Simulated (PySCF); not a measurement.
## Radial density of C+ (carbon, charge +1)

wB97X-V, [He] 2s1 2p2, high-spin 4P determinant (an excited configuration). Computed with PySCF 2.14 in x2c-TZVPPall (5s3p2d1f, 31 functions), with scalar relativity by spin-free X2C-1e.

| r (bohr) | 4πr²ρ (e/bohr) | 4πr²(ρα − ρβ) |
| --- | --- | --- |
| 0.00388 | 0.02345 | 0.0007 |
| 0.00653 | 0.06410 | 0.0018 |
| 0.0110 | 0.1700 | 0.0049 |
| 0.0185 | 0.4374 | 0.0125 |
| 0.0311 | 1.059 | 0.0299 |
| 0.0523 | 2.324 | 0.0643 |
| 0.0879 | 4.306 | 0.1154 |
| 0.148 | 6.043 | 0.1566 |
| 0.249 | 5.418 | 0.1700 |
| 0.419 | 2.626 | 0.3985 |
| 0.704 | 1.605 | 1.3181 |
| 1.18 | 1.993 | 1.9872 |
| 1.99 | 0.9578 | 0.9578 |
| 3.35 | 0.09521 | 0.0952 |
| 5.63 | 0.001166 | 0.0012 |

Densities and radii are taken from the X2C orbitals without a picture-change correction, which distorts them close to the nucleus.
